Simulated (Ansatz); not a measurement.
A search over several starts for the lowest SCF solution of the cluster Mg₄Zn₂⁺ at the given spin, in a small basis.

```yaml
crystal:
  periodic: [false, false, false]
  atoms:
    - {symbol: Mg, position_ang: [-2.020906, -0.131175, -0.717970]}
    - {symbol: Mg, position_ang: [-0.554810, 1.402351, 1.536246]}
    - {symbol: Mg, position_ang: [0.694519, 1.398664, -1.407941]}
    - {symbol: Mg, position_ang: [2.905806, -0.689827, -1.432503]}
    - {symbol: Zn, position_ang: [0.515486, -0.852816, 0.244965]}
    - {symbol: Zn, position_ang: [-1.540095, -1.127186, 1.777203]}
basis:
  gaussian: {orbitals: def2-SVP, initial_orbitals: start.molden}
total_charge: 1
magnetization: {spin_polarized: true, initial_magnetization: 1}
hamiltonian: {xc: pbe0}
output: {orbitals: {seedname: orbitals}}
```

The file start.molden holds the orbitals of an earlier run on this structure, at another level or in another basis.

```sh
$ ansatz run in.yaml --threads 4 --pin off --events-out ev --progress --plain --max-ram 4787MiB
```

Shortened log:

```
Functional definition: PBE0
  name "PBE0"
  cite "Adamo & Barone, J. Chem. Phys. 110, 6158 (1999) doi:10.1063/1.478522"
  cite "Perdew, Burke & Ernzerhof, Phys. Rev. Lett. 77, 3865 (1996) doi:10.1103/PhysRevLett.77.3865"
  parent pbe
  parameter a = 0.25
  parameter kappa = 0.804
  parameter beta = 0.06672455060314922
  exchange = (1 - a)*pbe_x(kappa = kappa, mu = beta*pi^2/3) + a*exact_x
  correlation = pbe_c(beta = beta)
1168 factors; integrals over basis functions are off by at most 3.3e-4 eV
mean field evaluation 1: about -118545.6663 eV, gradient 9.6e1 eV
mean field evaluation 2: about -118557.0572 eV, gradient 1.5e1 eV
mean field evaluation 4: about -118565.1530 eV, gradient 1.5e0 eV
mean field evaluation 8: about -118565.8031 eV, gradient 6.7e-2 eV
mean field evaluation 16: about -118561.5640 eV, gradient 2.2e1 eV
mean field evaluation 32: about -118565.8033 eV, gradient 1.7e-3 eV
mean field -118565.80328529 eV, -4357.2129039466 hartree, gradient 2.9e-5 eV, S^2 0.781447; 7 other end points of the search recorded, 0 dependent functions left out
reference -118565.80332490 eV, -4357.2129054020 hartree; 54, 53 occupied and 80, 81 virtual orbitals, 1168 factors
Total energy: -118565.80332490 eV, -4357.2129054020 hartree
```

It took 13 s on 4 threads of Intel Xeon 6975P-C on a shared host, peak host memory 0.56 GiB.

Another isomer (doublet) lies 0.24 eV lower at PBE0/def2-TZVP; other spin states weren't run for this one.
